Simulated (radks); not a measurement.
Species: La4+. Configuration: [Kr] 4d9.5 5s2 5p5 4f0.5 (fractional occupations, a model configuration).

Method: scalar-relativistic Kohn-Sham, PBE, spin-polarised, spherical densities, point nucleus; open shells are filled with parallel spins first (spin-orbit coupling, left out, can overturn this in heavy ions); computed with a radial shooting solver on a logarithmic mesh with Libxc functionals.

Energy parts (hartree):
part                       energy
total                  -8488.2761
kinetic                 8979.3857
electron-nucleus      -20465.9918
Hartree                 3200.1516
exchange-correlation    -201.8216

Orbitals (lengths in bohr, moments of r in powers of bohr; <r^-3> diverges for s and p1/2):
[
 {"orbital": "1s up", "occ.": "1", "eigenvalue (hartree)": "-1425.685", "<r>": "0.02507", "<r^-3>": "-"},
 {"orbital": "1s down", "occ.": "1", "eigenvalue (hartree)": "-1425.683", "<r>": "0.02507", "<r^-3>": "-"},
 {"orbital": "2s up", "occ.": "1", "eigenvalue (hartree)": "-228.2545", "<r>": "0.1074", "<r^-3>": "-"},
 {"orbital": "2s down", "occ.": "1", "eigenvalue (hartree)": "-228.2449", "<r>": "0.1074", "<r^-3>": "-"},
 {"orbital": "2p up", "occ.": "3", "eigenvalue (hartree)": "-204.7303", "<r>": "0.09424", "<r^-3>": "7488"},
 {"orbital": "2p down", "occ.": "3", "eigenvalue (hartree)": "-204.7217", "<r>": "0.09424", "<r^-3>": "7488"},
 {"orbital": "3s up", "occ.": "1", "eigenvalue (hartree)": "-49.98830", "<r>": "0.2851", "<r^-3>": "-"},
 {"orbital": "3s down", "occ.": "1", "eigenvalue (hartree)": "-49.97772", "<r>": "0.2851", "<r^-3>": "-"},
 {"orbital": "3p up", "occ.": "3", "eigenvalue (hartree)": "-42.47787", "<r>": "0.2831", "<r^-3>": "1486"},
 {"orbital": "3p down", "occ.": "3", "eigenvalue (hartree)": "-42.46645", "<r>": "0.2831", "<r^-3>": "1487"},
 {"orbital": "3d up", "occ.": "5", "eigenvalue (hartree)": "-31.69638", "<r>": "0.2598", "<r^-3>": "204.1"},
 {"orbital": "3d down", "occ.": "5", "eigenvalue (hartree)": "-31.68350", "<r>": "0.2598", "<r^-3>": "204.1"},
 {"orbital": "4s up", "occ.": "1", "eigenvalue (hartree)": "-11.25971", "<r>": "0.6532", "<r^-3>": "-"},
 {"orbital": "4s down", "occ.": "1", "eigenvalue (hartree)": "-11.21808", "<r>": "0.6531", "<r^-3>": "-"},
 {"orbital": "4p up", "occ.": "3", "eigenvalue (hartree)": "-8.81283", "<r>": "0.6915", "<r^-3>": "318.5"},
 {"orbital": "4p down", "occ.": "3", "eigenvalue (hartree)": "-8.77117", "<r>": "0.6915", "<r^-3>": "318.5"},
 {"orbital": "4d up", "occ.": "5", "eigenvalue (hartree)": "-5.27095", "<r>": "0.7636", "<r^-3>": "35.89"},
 {"orbital": "4d down", "occ.": "4.5", "eigenvalue (hartree)": "-5.22876", "<r>": "0.7633", "<r^-3>": "35.91"},
 {"orbital": "5s up", "occ.": "1", "eigenvalue (hartree)": "-2.77629", "<r>": "1.508", "<r^-3>": "-"},
 {"orbital": "5s down", "occ.": "1", "eigenvalue (hartree)": "-2.72866", "<r>": "1.511", "<r^-3>": "-"},
 {"orbital": "5p up", "occ.": "3", "eigenvalue (hartree)": "-2.12720", "<r>": "1.697", "<r^-3>": "53.43"},
 {"orbital": "5p down", "occ.": "2", "eigenvalue (hartree)": "-2.08241", "<r>": "1.705", "<r^-3>": "52.89"},
 {"orbital": "4f up", "occ.": "0.5", "eigenvalue (hartree)": "-1.56430", "<r>": "1.050", "<r^-3>": "4.113"},
 {"orbital": "4f down", "occ.": "0", "eigenvalue (hartree)": "-1.52100", "<r>": "1.051", "<r^-3>": "4.125"}
]

The highest occupied level is 4f up at -42.567 eV. Summed over all electrons, <r^2> = 34.26 bohr^2, which gives a Langevin (diamagnetic) susceptibility term of -27.1 x 10^-6 cm^3/mol. The density falls to 0.001 e/bohr^3 at r = 3.35 bohr. Spin moment in Bohr magnetons: 2.
